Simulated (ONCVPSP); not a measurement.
Scattering properties, ONCV potential for Sb (Z = 51)

antimony, optimised norm-conserving Vanderbilt (ONCV), made with ONCVPSP 4.0.1 (revPBE, scalar-relativistic). Core [Kr], reference 4d10 5s2 5p3. Waves: 5s: rc 1.60 bohr, ncon 4, nbas 8, qcut 4 1/bohr, 2 projectors, debl 0.6 Ha; 5p: rc 1.95 bohr, ncon 4, nbas 7, qcut 4.3 1/bohr, 2 projectors, debl 1 Ha; 4d: rc 1.60 bohr, ncon 5, nbas 9, qcut 10.5 1/bohr, 3 projectors, debl 3.5 Ha. Local part: polynomial inside 1.30 bohr (lpopt 1, dvloc0 0 Ha). Core correction: Teter function, fcfact 3, rcfact 1.35.

The phase is arctan(r·R′/R) of the radial function R(r), unwrapped; energies in Ha, scanned from -3 to 5 Ha. A pole is an energy at which the radial function vanishes at the test radius. The pseudo phase is shifted by a multiple of π to meet the all-electron one at the reference energy, and phase errors are pseudo minus all-electron; the curves can meet again beyond the range given. Levels narrower than the energy grid can be missing from the lists of poles.

| channel | radius (bohr) | reference energy (Ha) | poles, all-electron | poles, pseudo | unbroken range about the reference energy with phases within 0.05 rad | phase error 1 Ha above the reference energy (rad) |
| --- | --- | --- | --- | --- | --- | --- |
| s | 1.62 | -0.47 | 4.27 | -2.43, 4.65 | above -2.1 | +0.000 |
| p | 1.98 | -0.18 | 2.60 | 2.00, 3.08 | below 2.0 | +0.000 |
| d | 1.62 | -1.23 | -0.72 | -0.72 | the whole range | -0.000 |

Note: ghosts flagged at negative energy: s at -2173.0 eV, s at -66.8 eV; GHOST(+) flagged for p at 57.5 eV, s at 510.7 eV. A true bound ghost makes a file unfit for plane-wave use.

Phases in the p channel:

```json
{"E (Ha)": "-2.98", "all-electron": "1.307", "pseudo": "1.281"}
{"E (Ha)": "-2.54", "all-electron": "1.260", "pseudo": "1.243"}
{"E (Ha)": "-2.10", "all-electron": "1.200", "pseudo": "1.189"}
{"E (Ha)": "-1.66", "all-electron": "1.113", "pseudo": "1.105"}
{"E (Ha)": "-1.22", "all-electron": "0.965", "pseudo": "0.959"}
{"E (Ha)": "-0.78", "all-electron": "0.662", "pseudo": "0.659"}
{"E (Ha)": "-0.34", "all-electron": "0.004", "pseudo": "0.003"}
{"E (Ha)": "0.10", "all-electron": "-0.757", "pseudo": "-0.757"}
{"E (Ha)": "0.54", "all-electron": "-1.140", "pseudo": "-1.140"}
{"E (Ha)": "0.98", "all-electron": "-1.320", "pseudo": "-1.321"}
{"E (Ha)": "1.42", "all-electron": "-1.423", "pseudo": "-1.425"}
{"E (Ha)": "1.86", "all-electron": "-1.491", "pseudo": "-1.512"}
{"E (Ha)": "2.30", "all-electron": "-1.542", "pseudo": "-4.609"}
{"E (Ha)": "2.74", "all-electron": "-1.584", "pseudo": "-4.684"}
{"E (Ha)": "3.18", "all-electron": "-1.624", "pseudo": "-4.720"}
{"E (Ha)": "3.62", "all-electron": "-1.666", "pseudo": "-4.750"}
{"E (Ha)": "4.06", "all-electron": "-1.714", "pseudo": "-4.779"}
{"E (Ha)": "4.50", "all-electron": "-1.780", "pseudo": "-4.808"}
{"E (Ha)": "4.94", "all-electron": "-1.885", "pseudo": "-4.840"}
```
